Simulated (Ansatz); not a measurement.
`C[NH2+][Al-]([CH3])([Cl])[Cl]` at its PBE0-D4/def2-TZVP geometry, where that method's forces vanish. The species carries charge 0 and has multiplicity 1.

```csv
atom,x (Å),y (Å),z (Å)
C1,-1.336,1.216,-0.020
N2,0.054,1.125,-0.499
Al3,1.169,-0.336,0.325
C4,0.211,-2.013,0.084
Cl5,2.933,-0.027,-0.845
Cl6,1.299,0.452,2.310
H7,-1.322,1.335,1.063
H8,-1.867,2.055,-0.473
H9,-1.854,0.289,-0.260
H10,0.553,1.988,-0.294
H11,0.083,1.019,-1.509
H12,-0.721,-2.046,0.655
H13,0.824,-2.851,0.429
H14,-0.026,-2.207,-0.967
```

(1) For each bond, give half the difference of the two atoms' forces along it (eV/Å; positive pushes the atoms apart) under PBE-D4, r2SCAN-D4, B3LYP-D4, ωB97M-V in def2-TZVPP. (An estimate is asked.)

Answers

(1) Ansatz gave: 
| bond | length (Å) | PBE-D4 | r2SCAN-D4 | B3LYP-D4 | ωB97M-V |
| --- | --- | --- | --- | --- | --- |
| C1–N2 | 1.473 | 0.09 | 0.26 | 0.30 | 0.26 |
| C1–H7 | 1.089 | 0.10 | -0.06 | -0.10 | -0.09 |
| C1–H8 | 1.091 | 0.07 | -0.07 | -0.09 | -0.10 |
| C1–H9 | 1.089 | 0.09 | -0.06 | -0.09 | -0.08 |
| N2–Al3 | 2.015 | -0.04 | -0.09 | -0.02 | 0.01 |
| N2–H10 | 1.017 | 0.20 | -0.01 | -0.06 | -0.07 |
| N2–H11 | 1.017 | 0.20 | -0.01 | -0.06 | -0.08 |
| Al3–C4 | 1.946 | -0.07 | -0.04 | 0.00 | -0.04 |
| Al3–Cl5 | 2.139 | 0.11 | 0.03 | 0.08 | 0.04 |
| Al3–Cl6 | 2.140 | 0.12 | 0.02 | 0.09 | 0.05 |
| C4–H12 | 1.094 | 0.11 | 0.00 | -0.04 | -0.04 |
| C4–H13 | 1.094 | 0.12 | 0.01 | -0.04 | -0.04 |
| C4–H14 | 1.095 | 0.11 | 0.00 | -0.03 | -0.03 |

B3LYP here is the variant with VWN-RPA as its local correlation; programs differ in this.
